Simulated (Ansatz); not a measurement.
A run for Ansatz (a quantum-chemistry and plane-wave program): U-PBE0/def2-TZVPP on LiP, 2S+1 = 3, a spin state set in the input, which need not be the lowest.

Ansatz 0.2 input:
```yaml
crystal:
  periodic: [false, false, false]
  atoms:
    - {symbol: Li, position_ang: [0.00000000, 0.00000000, 0.00000000]}
    - {symbol: P, position_ang: [0.00000000, 0.00000000, 2.23200000]}
basis:
  gaussian:
    orbitals: def2-TZVPP
hamiltonian:
  xc: {name: PBE0}
magnetization: {spin_polarized: true, initial_magnetization: 2}
relax: {f_tol: 0.002, max_steps: 120}
```

It printed:

```
WARN ansatz: RAYON_NUM_THREADS=1 ignored (pool sized by the plan → 1); use --threads N
Functional definition: PBE0
integrals: 0.01 GiB planned
445 factors; their error is unknown
mean field: 0.15 GiB planned
mean field evaluation 1: about -9486.7704 eV, gradient 1.1e1 eV
mean field evaluation 2: about -9487.0305 eV, gradient 9.8e0 eV
mean field evaluation 4: about -9487.6736 eV, gradient 3.3e-1 eV
mean field evaluation 8: about -9487.6786 eV, gradient 8.2e-3 eV
mean field evaluation 16: about -9487.6786 eV, gradient 2.0e-5 eV
mean field -9487.67864636 eV, -348.6657592741 hartree, gradient 2.0e-5 eV, S^2 2.006203; 1 other end points of the search recorded, 0 dependent functions left out
the calculation of the forces begins
reference -9487.67867242 eV, -348.6657602319 hartree; 10, 8 occupied and 51, 53 virtual orbitals, 445 factors
relax step   1: F+E_penalty+E_count = -9487.67864636 eV  Δ(F+E_penalty+E_count) = +0.000e0 eV  max|allowed force component| = 5.393e-1 eV/Å  Δτ_max = 0.0000 Å  (42 SCF iters, accepted)
these checks for a lower state are left out or cut short: starts, cluster_reference, orbital_swaps, neighbouring_geometries, increment
integrals: 0.01 GiB planned
445 factors; their error is unknown
mean field: 0.15 GiB planned
mean field -9487.70049361 eV, -348.6665621460 hartree, gradient 2.5e-5 eV, S^2 2.006634; 0 other end points of the search recorded, 0 dependent functions left out
the calculation of the forces begins
reference -9487.70052039 eV, -348.6665631299 hartree; 10, 8 occupied and 51, 53 virtual orbitals, 445 factors
relax step   2: F+E_penalty+E_count = -9487.70049361 eV  Δ(F+E_penalty+E_count) = -2.185e-2 eV  max|allowed force component| = 1.002e-1 eV/Å  Δτ_max = 0.0351 Å  (32 SCF iters, accepted)
these checks for a lower state are left out or cut short: starts, cluster_reference, orbital_swaps, neighbouring_geometries, increment
integrals: 0.01 GiB planned
445 factors; their error is unknown
mean field: 0.15 GiB planned
mean field evaluation 32: about -9487.7014 eV, gradient 2.3e-5 eV
mean field -9487.70141840 eV, -348.6665961313 hartree, gradient 2.3e-5 eV, S^2 2.006779; 0 other end points of the search recorded, 0 dependent functions left out
the calculation of the forces begins
reference -9487.70144539 eV, -348.6665971231 hartree; 10, 8 occupied and 51, 53 virtual orbitals, 445 factors
relax step   3: F+E_penalty+E_count = -9487.70141840 eV  Δ(F+E_penalty+E_count) = -9.248e-4 eV  max|allowed force component| = 1.763e-3 eV/Å  Δτ_max = 0.0095 Å  (31 SCF iters, accepted)
integrals: 0.01 GiB planned
445 factors; their error is unknown
mean field: 0.15 GiB planned
mean field -9487.70141840 eV, -348.6665961313 hartree, gradient 2.3e-5 eV, S^2 2.006779; 2 other end points of the search recorded, 0 dependent functions left out
the calculation of the forces begins
reference -9487.70144539 eV, -348.6665971231 hartree; 10, 8 occupied and 51, 53 virtual orbitals, 445 factors
Total energy: -9487.70144539 eV, -348.6665971231 hartree
Atom 0 at    -0.000000    -0.000000    -0.044604 Å, force     0.000000     0.000000     0.001763 eV/Å
Atom 1 at     0.000000     0.000000     2.276604 Å, force    -0.000000    -0.000000    -0.001763 eV/Å
Dipole moment:     0.000000     0.000000    -1.404134 e Å
```

Self-consistency was reached.

Cost: very roughly 4 core-seconds.
